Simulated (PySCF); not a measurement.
Geometries of 3 isomers of C5H5F3, from PySCF, PBE0-D3(BJ)/def2-SVP geometry optimisation, gas phase. One conformer each, no zero-point energy, no frequencies.

Question: Which isomer lies lowest at this level?
A.
```xyz
13
angstrom
F      1.305    1.721    0.841
C      1.282    0.383    0.809
F      2.509   -0.024    0.472
F      1.051   -0.048    2.056
C      0.246   -0.112   -0.126
C     -0.430    0.586   -1.257
C     -1.214    0.106   -0.082
C     -0.672   -1.281    0.014
H     -0.517    0.065   -2.221
H     -0.267    1.666   -1.328
H     -1.789    0.678    0.644
H     -0.782   -1.966   -0.838
H     -0.709   -1.757    0.998
```
B.
```xyz
13
angstrom
C      2.606    0.423    0.924
C      1.341    0.135    0.271
C      0.281   -0.100   -0.266
C     -0.992   -0.380   -0.908
C     -2.186   -0.155   -0.003
F     -3.317   -0.424   -0.664
F     -2.256    1.108    0.418
F     -2.149   -0.941    1.072
H      2.475    0.498    2.014
H      3.029    1.375    0.569
H      3.344   -0.370    0.727
H     -1.137    0.258   -1.795
H     -1.042   -1.425   -1.253
```
C.
```xyz
13
angstrom
C     -2.167    0.274    0.487
C     -1.315   -0.381   -0.598
C      0.114   -0.229   -0.375
C      1.298   -0.088   -0.167
C      2.729    0.082    0.087
F      3.012   -0.074    1.383
F      3.144    1.299   -0.271
F      3.455   -0.806   -0.594
H     -1.951   -0.159    1.475
H     -3.235    0.126    0.273
H     -1.974    1.355    0.542
H     -1.542   -1.459   -0.665
H     -1.560    0.045   -1.586
```

Answer: B. That is `CC#CCC(F)(F)F`, 3.6 kcal/mol below the next.

```json
{"SMILES": "CC#CCC(F)(F)F", "atoms numbered as above": "[CH3:1][C:2]#[C:3][CH2:4][C:5]([F:6])([F:7])[F:8]", "E (Eh)": "-492.14987", "relative (kcal/mol)": "0.0", "relative (kJ/mol)": "0.0", "dipole (D)": "2.33"}
{"SMILES": "FC(F)(F)[C@]12C[C@H]1C2", "atoms numbered as above": "[F:1][C:2]([F:3])([F:4])[C@:5]12[CH2:6][C@H:7]1[CH2:8]2", "E (Eh)": "-492.14412", "relative (kcal/mol)": "3.6", "relative (kJ/mol)": "15.1", "dipole (D)": "1.99"}
{"SMILES": "CCC#CC(F)(F)F", "atoms numbered as above": "[CH3:1][CH2:2][C:3]#[C:4][C:5]([F:6])([F:7])[F:8]", "E (Eh)": "-492.13609", "relative (kcal/mol)": "8.6", "relative (kJ/mol)": "36.2", "dipole (D)": "3.47"}
```
